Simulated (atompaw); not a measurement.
# Which change was made? (W, PAW (atompaw))

tungsten (W), PAW, made with atompaw 4.2.0.5 (PBEsol, scalar-relativistic). Core [Kr] 4d10 4f14, reference 5s2 5p6 5d4 6s2 6p0. Waves: 5s (bound): rc 1.30 bohr; 6s (bound): rc 2.40 bohr; 5p (bound): rc 1.75 bohr; 6p (bound, empty): rc 2.40 bohr; 5d (bound): rc 1.55 bohr; 5d channel at 4.5 Ry: rc 1.55 bohr. Local part: troulliermartins scheme with l = 3 at 0.5 Ry, radius 1.60 bohr. Core correction: smooth core density matched at 1.45 bohr. Augmentation charge: sinc compensation charge, radius 2.00 bohr; PAW radius 2.40 bohr; waves and projectors: custom rrkj vanderbiltortho.

Cutoffs, loose and tight: the cutoffs (Ry, on a coarse ladder) from which the occupation-weighted sum of valence levels, in a spherical-Bessel basis at the reference potential, stays within 10 and 1 mRy of its value at 400 Ry. They see the waves, projectors and local potential, not the compensation charge or the core.

The base gives: outcome: generated; cutoff, loose: 40 Ry; cutoff, tight: 70 Ry; bound ghosts: s.

(1) After one change the result is: outcome: generated, no UPF (negative core plus compensation charge); cutoff, loose: 40 Ry; cutoff, tight: 70 Ry; bound ghosts: s. Which change was it?
A. augmentation sinc compensation charge, radius 2.00 bohr; PAW radius 2.40 bohr; waves and projectors: custom polynom2 7 10 vanderbiltortho
B. wave 6s (bound): rc 2.40 bohr becomes 6s (bound): rc 1.84 bohr
C. augmentation sinc compensation charge, radius 1.06 bohr; PAW radius 2.40 bohr; waves and projectors: custom rrkj vanderbiltortho

Answers

(1) C. The others give: wave 6s (bound): rc 2.40 bohr becomes 6s (bound): rc 1.84 bohr → outcome: failed: atompaw: The overlap operator has at least one negative eigenvalue! | augmentation sinc compensation charge, radius 2.00 bohr; PAW radius 2.40 bohr; waves and projectors: custom polynom2 7 10 vanderbiltortho → outcome: generated; cutoff, loose: 30 Ry; cutoff, tight: 140 Ry; bound ghosts: s.
